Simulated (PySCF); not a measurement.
Input file for PySCF: D3(BJ) and D4 dispersion corrections on F4S (SMILES FS(F)(F)F).

```python
from pyscf import gto
from pyscf.dispersion import dftd3, dftd4

mol = gto.M(
    atom='''
    F    -0.89090339    0.75632301   -1.23298613
    S    -0.21054208   -0.34092797   -0.17716892
    F     1.18615594    0.26498641   -0.54165810
    F     0.56588026   -1.28257243    0.95950936
    F    -0.65059074    0.60219099    0.99230379
    ''',
    basis='def2-svp',
    charge=0, spin=0, verbose=0, max_memory=1800)
d3, d4 = {}, {}
for xc in ['hf', 'pbe', 'blyp', 'revpbe', 'tpss', 'r2scan', 'b3lyp', 'pbe0', 'bhlyp', 'camb3lyp', 'b2plyp']:
    d3[xc] = float(dftd3.DFTD3Dispersion(mol, xc=xc, version='d3bj', atm=False).get_dispersion()['energy'])
    print(f'D3(BJ) {xc:10s} {d3[xc]:14.8f} Eh')
for xc in ['hf', 'pbe', 'blyp', 'revpbe', 'tpss', 'r2scan', 'b3lyp', 'pbe0', 'bhlyp', 'camb3lyp', 'b2plyp']:
    d4[xc] = float(dftd4.DFTD4Dispersion(mol, xc={'camb3lyp': 'cam-b3lyp'}.get(xc, xc), atm=True).get_dispersion()['energy'])
    print(f'D4     {xc:10s} {d4[xc]:14.8f} Eh')
```

It printed:

```
D3(BJ) hf            -0.02627733 Eh
D3(BJ) pbe           -0.00254943 Eh
D3(BJ) blyp          -0.00555891 Eh
D3(BJ) revpbe        -0.00683409 Eh
D3(BJ) tpss          -0.00316946 Eh
D3(BJ) r2scan        -0.00063262 Eh
D3(BJ) b3lyp         -0.00451733 Eh
D3(BJ) pbe0          -0.00213334 Eh
D3(BJ) bhlyp         -0.00352692 Eh
D3(BJ) camb3lyp      -0.00185534 Eh
D3(BJ) b2plyp        -0.00204342 Eh
D4     hf            -0.01289608 Eh
D4     pbe           -0.00308542 Eh
D4     blyp          -0.00717314 Eh
D4     revpbe        -0.01137563 Eh
D4     tpss          -0.00419724 Eh
D4     r2scan        -0.00070867 Eh
D4     b3lyp         -0.00499958 Eh
D4     pbe0          -0.00252833 Eh
D4     bhlyp         -0.00343553 Eh
D4     camb3lyp      -0.00250063 Eh
D4     b2plyp        -0.00212364 Eh
```

The run finished.

Cost: around 0.010 core-seconds (rough).
